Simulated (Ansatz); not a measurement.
`F[SiH](Cl)[S][GeH3]` and `F[SiH2]Cl` differ in one atom or group.

Ansatz, PBE0-D4/def2-TZVP geometries, multiplicity 1. Each molecule was computed in one conformer, which needn't be the lowest.

Scalar relativity is left out up to krypton.

```csv
property,`F[SiH](Cl)[S][GeH3]`
HOMO–LUMO gap (PBE/def2-TZVPP) / eV,5.19
HOMO–LUMO gap (PBE0/def2-TZVPP) / eV,7.32
"ideal-gas entropy at 298 K and 1 bar (rigid rotor, harmonic PBE0-D4/def2-TZVP) / J/(mol·K)",391
HOMO–LUMO gap (B3LYP/def2-TZVPP) / eV,6.81
HOMO energy (PBE0/def2-TZVPP) / eV,-7.88
size of the dipole moment (PBE/def2-TZVPP) / D,2.34
```

Task: What does the change do to each property? (Estimate.)

Result: Ansatz gave: 
| property | `F[SiH2]Cl` | shift |
| --- | --- | --- |
| HOMO–LUMO gap (PBE/def2-TZVPP) / eV | 7.03 | 1.84 |
| HOMO–LUMO gap (PBE0/def2-TZVPP) / eV | 9.32 | 2.00 |
| ideal-gas entropy at 298 K and 1 bar (rigid rotor, harmonic PBE0-D4/def2-TZVP) / J/(mol·K) | 281 | -110 |
| HOMO–LUMO gap (B3LYP/def2-TZVPP) / eV | 8.85 | 2.04 |
| HOMO energy (PBE0/def2-TZVPP) / eV | -9.27 | -1.39 |
| size of the dipole moment (PBE/def2-TZVPP) / D | 1.20 | -1.14 |

With PBE0 the HOMO falls by 1.39 eV and the LUMO rises by 0.61 eV, so the gap widens by about 2.00 eV. PBE moves the HOMO by -1.22 eV and ωB97M-V by -1.48 eV. The zero-point energy changes by -47.7 kJ/mol with -12 modes. Dipoles are sizes alone; their direction can turn. Modes under 60 cm⁻¹, often nearly free rotors, make the harmonic entropy too high.

B3LYP here is the variant with VWN-RPA as its local correlation; programs differ in this.
